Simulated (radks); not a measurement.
Spherical quantum dot in the effective-mass picture: electrons in a parabolic well V = omega^2 r^2 / 2 with omega = 4.12, all in effective atomic units (hartree* = m*/eps^2 hartree, bohr* = eps/m* bohr), one dielectric constant everywhere. Calculated with a radial shooting solver with Libxc functionals: non-relativistic Kohn-Sham, r2SCAN, spin-polarised, spherical densities, generalised Kohn-Sham scheme. Levels are named by radial order and angular momentum (1s, 1p, 1d, 2s, ...), and open shells are averaged over m.

N = 32, configuration 1s2 1p6 1d10 2s2 1f(up 7, down 5). This is the lowest configuration that the search found. Occupied and some empty levels:

level,occupation,eigenvalue (hartree*),<r> (bohr*)
1s up,1,35.555,0.7336
1s down,1,35.572,0.7305
1p up,3,37.989,0.9499
1p down,3,38.029,0.9474
1d up,5,40.574,1.104
1d down,5,40.631,1.103
2s up,1,40.813,0.9863
2s down,1,40.858,0.9876
1f up,7,43.332,1.227
1f down,5,43.397,1.226
2p up,0,43.811,1.108
2p down,0,43.854,1.109
1g up,0,46.252,1.330
1g down,0,46.321,1.331
2d up,0,46.916,1.224
2d down,0,46.962,1.225

Energy (hartree*): total 898.460, kinetic 157.45, external 352.41, Hartree 421.15, exchange-correlation -32.552.

Electron density:

r (bohr*),n(r) (e/bohr*^3)
0.103,3.614
0.217,3.294
0.332,2.914
0.446,2.649
0.561,2.601
0.675,2.746
0.790,2.948
0.904,3.031
1.02,2.871
1.13,2.454
1.25,1.863
1.36,1.254
1.48,0.7394
1.59,0.3844
1.71,0.1738
1.82,0.06926
1.94,0.02397
2.05,0.007350
2.16,0.001954
2.28,0.0004624
